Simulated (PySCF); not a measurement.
## Telling isomers of C₈H₁₂O apart by NMR

- structure optimised with GFN2-xTB
- shieldings: GIAO PBE0/pcSseg-1
- run in PySCF 2.14.0 with density-fitted response routines
- in vacuum, no relativistic terms, a single conformation, rapidly exchanging positions averaged

Chemical shifts δ = σref − σ; $^{1}$H (31.72 ppm) and $^{13}$C (186.93 ppm) vs TMS, all at this level. Where no couplings were computed, multiplicities follow the n + 1 count of equivalent neighbours, and m marks all less simple cases (inequivalent or close neighbours, rings, F or P nearby). Shifts are as computed. Against solution values, carbons near 30 ppm lie about +3 ppm off and those near 130 ppm about +5 ppm. Of 1211 compounds with measured shifts, 218 miss one by over three times the rms of a fit or turn the order of signals round; such compounds aren't used in these exercises.

(1) Tabulate the signals of `C[C@@]12CC[C@@H](CC1=O)C2`, `C=CC(=O)C(C)(C)C=C`, `C=CC(=C)C(=C)OCC` and their relative energies.

(2) What is the quickest way to tell C[C@@]12CC[C@@H](CC1=O)C2 from C=CC(=O)C(C)(C)C=C?

(3) What is the quickest way to tell C=CC(=O)C(C)(C)C=C from C=CC(=C)C(=C)OCC?

(4) What is the quickest way to tell C[C@@]12CC[C@@H](CC1=O)C2 from C=CC(=C)C(=C)OCC?

Results:

(1) 
```json
{"SMILES": "C[C@@]12CC[C@@H](CC1=O)C2", "carbon types": "2×C 1×CH 4×CH2 1×CH3", "δC": "222.0, 56.0, 48.9, 46.0, 37.4, 34.1, 32.5, 17.1", "δH": "2.38 (m, 1H), 2.23 (m, 1H), 1.98 (m, 1H), 1.95 (m, 1H), 1.52 (m, 1H), 1.49 (m, 1H), 1.41 (m, 1H), 1.35 (m, 1H), 1.34 (m, 1H), 1.20 (s, 3H)", "E rel. (kcal/mol)": "0.0"}
{"SMILES": "C=CC(=O)C(C)(C)C=C", "carbon types": "2×C 2×CH 2×CH2 2×CH3", "δC": "205.3, 153.5, 138.4, 138.1, 121.0, 53.9, 24.1", "δH": "7.17 (m, 1H), 6.95 (m, 1H), 6.17 (m, 1H), 6.00 (m, 1H), 5.61 (m, 1H), 5.60 (m, 1H), 1.21 (s, 6H)", "E rel. (kcal/mol)": "39.8"}
{"SMILES": "C=CC(=C)C(=C)OCC", "carbon types": "2×C 1×CH 4×CH2 1×CH3", "δC": "169.3, 150.8, 145.1, 122.5, 120.3, 86.9, 65.2, 17.4", "δH": "6.64 (m, 1H), 5.97 (m, 1H), 5.89 (m, 1H), 5.85 (m, 1H), 5.42 (m, 1H), 4.34 (br s, 1H), 4.11 (br s, 1H), 3.80 (q, 2H), 1.47 (t, 3H)", "E rel. (kcal/mol)": "56.0"}
```

Energies are electronic energies at PBE0/pcSseg-1 on these geometries, without zero-point or thermal terms, each for the one conformer computed, which needn't be the lowest.

(2) Count the carbon signals: 8 against 7. The first has an sp3 CH2 α to a carbonyl at 48.9 ppm, the second an alkene CH at 153.5 ppm. Their most deshielded carbons lie at 222.0 and 205.3 ppm. In the proton spectra the most deshielded non-exchanging signals are 2.38 (m, 1H) and 7.17 (m, 1H).

(3) Count the carbon signals: 7 against 8. The first has a quaternary sp3 carbon α to a carbonyl (C) at 53.9 ppm, the second an sp3 CH2 bonded to O at 65.2 ppm. Their most deshielded carbons lie at 205.3 and 169.3 ppm. In the proton spectra the most deshielded non-exchanging signals are 7.17 (m, 1H) and 6.64 (m, 1H).

(4) Both give the same number of carbon signals, with the same numbers of each carbon type, so the positions decide. The first has a quaternary sp3 carbon α to a carbonyl (C) at 56.0 ppm, the second a fully substituted alkene carbon (C) at 150.8 ppm. Their most deshielded carbons lie at 222.0 and 169.3 ppm. In the proton spectra the most deshielded non-exchanging signals are 2.38 (m, 1H) and 6.64 (m, 1H).
